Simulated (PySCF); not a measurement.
Argon: a sound run and one with changed settings

Sound run: Ar⁺ [Ne] 3s2 3p5, Ar²⁺ [Ne] 3s2 3p4. Computed with PySCF 2.14 in cc-pVTZ-DK, with scalar relativity by spin-free X2C-1e. In the sound run the correlated levels freeze [Ne]. The sound run starts from symmetry-adapted Hartree-Fock orbitals and uses a fine grid where one is needed.

Changed run: a valence shell is frozen. This setting is unsound on purpose.

| species | method | sound run (hartree) | changed run (hartree) | converged |
| --- | --- | --- | --- | --- |
| Ar⁺ | MP2 | -528.25189 | -528.19066 | yes |
| Ar⁺ | CCSD(T) | -528.28081 | -528.20412 | yes |
| Ar²⁺ | MP2 | -527.24768 | -527.17894 | yes |
| Ar²⁺ | CCSD(T) | -527.27657 | -527.19068 | yes |

Ionisation energy of Ar⁺:

```tsv
method	sound run (eV)	changed run (eV)
UHF	26.361	26.361
MP2	27.326	27.530
SCS-MP2	27.321	27.603
CCSD	27.296	27.532
CCSD(T)	27.327	27.577
```

Freezing a valence shell removes pair correlation that changes on ionisation.

For comparison, NIST gives 27.630 eV between the lowest levels.
